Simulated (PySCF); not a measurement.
Relaxation of quintet BrOsN

All numbers come from PySCF, UPBE0, basis Os def2-SVP with ECP60, N def2-SVP, Br def2-SVP (scalar-relativistic core potentials, no spin–orbit coupling, density fitting). A (50,194) grid was used.

A hand-made bent start, of Cs symmetry, held to at least that symmetry:

```xyz
3
charge 0 multiplicity 5, angstrom
Os   -0.4805    0.0000   -0.4357
N    -1.9222    0.0000    0.5738
Br    1.5100    0.0000    0.9581
```

**Question.** What does it relax to?

**Answer.** It ends at Cs with Os–Br 2.412 Å, Os–N 1.693 Å; Br–Os–N 119.6° (after a last refinement on a finer grid). A frequency run shows a minimum.

**Question.** How much energy is released, and in how many steps?

**Answer.** 15.4 kJ/mol in 5 steps.

Other spin states or occupations of the open shell can lie lower. At this level a triplet minimum of Cs symmetry lies 130 kJ/mol below this structure. With an element this heavy the missing spin–orbit coupling can shift these numbers.

The relaxation took roughly 29 core-seconds on a shared host.
